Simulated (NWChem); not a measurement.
Species: C$_{2}$H$_{6}$ClSi, doublet; SMILES C[Si](C)Cl

Program: NWChem. Pople sets run with spherical d functions. Spin-unrestricted. In the optimisation the excess spin sits in a' (Cs, its own frame). Coordinates come from a PBE0/def2-SVP, spin-unrestricted optimisation. No stability test was run on the SCF state. Level: M06-2X/6-31G* with SMD (1 M gas to 1 M solution), gas-phase geometry. Reactions with the solvent are ignored.

For solvent dimethyl sulfoxide:

```yaml
solvation free energy (kcal/mol): -2.6
cavity-dispersion-structure term (kcal/mol): 0.7
```

Task: How do the values read with solvent water instead?

Result: 
- solvation free energy (kcal/mol) = -0.2
- cavity-dispersion-structure term (kcal/mol) = 3.2
